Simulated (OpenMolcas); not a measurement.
W2+.

```json
{
 "Program": "OpenMolcas 26.06",
 "Basis": "ANO-R2 [8s6p5d3f2g]",
 "Scalar Hamiltonian": "X2C, finite nucleus",
 "Active space": "4 electrons in 5 orbitals (5d)",
 "State averaging": "2S+1 = 5 even, 5 roots; 2S+1 = 3 even, 45 roots; 2S+1 = 1 even, 50 roots",
 "Spin-orbit coupling": "RASSI with atomic mean-field integrals over the reference wave functions, term energies averaged over their components"
}
```

Two sets of levels on these reference wave functions, in cm⁻¹ above 5d⁴ ⁵D₀: one from CASSCF and one from MS-CASPT2, IPEA 0.25 Eh, imaginary shift 0.1 Eh (closed shells correlated: 5s 5p).

```tsv
Level	Set 1	Set 2
5d⁴ ⁵D₀ [69 %]	0.0	0.0
5d⁴ ⁵D₁	2330	1657
5d⁴ ⁵D₂	4630	3630
5d⁴ ⁵D₃	6550	5560
5d⁴ ⁵D₄	8060	7360
5d⁴ ³P₀(1) [60 %]	11960	15080
5d⁴ ³H₄ [59 %]	14840	16320
5d⁴ ³H₅	18000	19280
5d⁴ ³G₃ [55 %]	17310	19660
5d⁴ ³P₁(1)	15860	19800
5d⁴ ³F₂(1) [73 %]	17170	20530
5d⁴ ³H₆	19560	20840
5d⁴ ³P₂(1) [69 %]	20320	24630
5d⁴ ³F₃(1) [57 %]	22790	25390
5d⁴ ³G₅	25410	27290
5d⁴ ³D₃ [72 %]	24600	28090
```

Problem. Which set is which?

Solution. Set 1 is MS-CASPT2. Its levels of the other terms of 5d⁴ lie at 0.79 to 0.94 of the other set's values, as expected, since terms of lower spin or lower L gain more correlation energy than the Hund ground term. Against 7 measured levels (NIST levels as listed in McCann et al., Mon. Not. R. Astron. Soc. 538, 537 (2025)) the mean absolute deviation is 1000 cm-1 with it and 2500 cm-1 without; single levels miss by up to 3000 cm-1 with it.

Term energies are means over components that CASPT2 splits; among the terms shown or strongly mixed into the levels shown the widest spread is 950 cm-1 (5d⁴ ¹I, MS-CASPT2). Over all roots computed the reference weight is 0.90 to 0.95 in MS-CASPT2; the roots of lowest weight are the least certain, and an intruder state may touch them. Configurations with an s electron lie low in 5d ions of this charge, fall among these levels and mix in, so low-spin terms can stand far too high, up to twice their true height, and weights are not those of the real levels. Without dynamic correlation excited terms often stand tens of per cent too high (terms of higher spin than the ground term too low), and those without a measured partner can miss by more than the paired ones (holds for CASSCF). Some levels mix across a computed gap that differs much from the measured one, so their mixing is not that of the real levels (holds for CASSCF). The CASPT2 spread within a term exceeds the gap to the next term for 5d⁴ ¹I and 5d⁴ ³D, 5d⁴ ¹G(1) and 5d⁴ ¹D(1), so the order of their levels is uncertain (holds for MS-CASPT2). Some terms miss by over 15 % even with CASPT2, which points to a basis or an active space too small for the shells correlated (holds for MS-CASPT2). Computed and measured levels are paired by configuration, term and J; levels that our copy of the source lacks, or whose pairing is in doubt (as where it misses far off the trend of its configuration), stay unpaired and out of the deviations. Levels of configurations outside the active space are missing. The table leaves out levels that lie high or whose names do not pair safely across all columns.

A share in square brackets marks a mixed level and gives the weight of the term that names it, the lowest over the columns. A number in round brackets counts repeated terms of one configuration in the order of the reference energies.
